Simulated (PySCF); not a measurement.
NMR data simulated for an unnamed compound:

1H NMR (300 MHz, computed): δ 5.18 (s, 2H), 4.55 (q, 2H), 1.94 (s, 3H), 0.28 (t, 3H).

13C{1H} NMR (computed): δ 231.1 (C), 110.0 (C), 100.4 (C), 90.4 (C), 79.9 (CH2), 22.6 (CH3), -4.7 (CH3).

[PySCF 2.14: structure optimised with GFN2-xTB; NMR shieldings at PBE0/pcSseg-1/GIAO; no relativistic terms; one conformer; in vacuum; fast rotation and ring inversion assumed for equivalent nuclei]

Scale: 1H and 13C against TMS (reference shieldings calculated alike).

Problem. Which of these does the molecule contain: a non-aromatic C=C double bond, a heteroaromatic ring, a Si–CH3 group, a Si–H bond, a three-membered ring, a (CH3)2CH unit?

Solution. 
- A non-aromatic C=C double bond: yes.
- A heteroaromatic ring: no.
- A Si–CH3 group: yes (δC -4.7; δH 0.28 (t)).
- A Si–H bond: yes (δH 4.55 (q)).
- A three-membered ring: no.
- A (CH3)2CH unit: no.

The data belong to `InChI=1S/C7H10Si/c1-4-7(2)5-6-8-3/h1,8H2,2-3H3`; they needn't prove each group on their own.

Carbon signals by region: 1 in the far downfield region (above 160 ppm), 2 in the sp2 and nitrile region (100–160 ppm), 2 at 50–100 ppm, 2 below 50 ppm. Above 160 ppm: 231.1, central carbon of an allene.

Shifts are as computed. Against solution values, carbons near 30 ppm lie about +3 ppm off and those near 130 ppm about +5 ppm. Of 1309 compounds with measured shifts, 239 miss one by over three times the rms of a fit or turn the order of signals round; such compounds aren't used in these exercises. Multiplicities follow the n + 1 count of equivalent neighbours, as no J values were calculated; m marks all less simple cases, F and P coupling included.
